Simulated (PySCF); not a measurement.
GaH, neutral, multiplicity 1. Atoms are numbered in the order given.

```xyz
2

Ga     0.0000     0.0000    -0.0528
H      0.0000     0.0000     1.6358
```
Charge 0, spin multiplicity 1.

The structure is a stationary point at B3LYP-D3(BJ)/def2-TZVPD.

Vertical ionisation energy (IE) and electron affinity (EA) in eV. Rows of orbital energies are one-electron estimates. Where ΔSCF, EOM or ADC give a negative EA the extra electron is unbound and the value depends on the basis.

```csv
level,IE,EA
"−ε(HOMO), −ε(LUMO), ωB97X/def2-TZVPD (PySCF)",8.14,-0.13
"−ε(HOMO), −ε(LUMO), HF/def2-TZVPD (PySCF)",…,…
ADC(2)/aug-cc-pVDZ (PySCF),8.09,0.03
```

### Question
Some entries are withheld; supply them. (An estimate is asked for; the answer gives what the named calculation found.)

### Answer

- −ε(HOMO), −ε(LUMO), HF/def2-TZVPD (PySCF), IE: 8.05
- −ε(HOMO), −ε(LUMO), HF/def2-TZVPD (PySCF), EA: -0.92

### Question
Beyond the first one, list the lowest photoelectron lines from ADC(2)/aug-cc-pVDZ (PySCF) with their pole strengths (two spins summed). (Estimate from the structure and the level; the computed values follow.)

### Answer
13.43 eV (1.82).
